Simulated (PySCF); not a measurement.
**Predicted spectroscopic data**

Calculated, not measured (PySCF): NMR shieldings at PBE0/pcSseg-1/GIAO, coordinates at the GFN2-xTB level. Isolated molecule, one computed conformer, fast rotation and ring inversion assumed for equivalent nuclei, non-relativistic.

Scale: 1H and 13C against TMS (reference shieldings calculated alike). Splittings of carbon signals by F and P are missing where no couplings were computed. Where no couplings were computed, multiplicities follow the n + 1 count of equivalent neighbours, and m marks all less simple cases (inequivalent or close neighbours, rings, F or P nearby). Shifts are as computed. Against solution values, carbons near 30 ppm lie about +3 ppm off and those near 130 ppm about +5 ppm. Of 1211 compounds with measured shifts, 218 miss one by over three times the rms of a fit or turn the order of signals round; such compounds aren't used in these exercises. OH and NH positions are gas-phase values without hydrogen bonding to other molecules.

**1.** `C(=C)C[SiH2]/C=C\[SiH3]`, C5H12Si2. 1H NMR (500 MHz, computed): δ 7.48 (m, 1H), 7.21 (m, 1H), 6.20 (m, 1H), 5.37 (m, 1H), 5.32 (m, 1H), 4.42 (m, 2H), 4.17 (d, 3H), 1.89 (m, 2H). 13C{1H} NMR (computed): δ 155.8, 150.7, 144.0, 120.7, 23.2.

**2.** SMILES CC(C)(N)C(F)=C(F)F, C5H8F3N. 1H NMR (500 MHz, computed): δ 1.43 (s, 6H), 1.06 (br s, 2H). 13C{1H} NMR (computed): δ 167.1 (C), 144.3 (C), 53.8 (C), 30.9 (CH3).
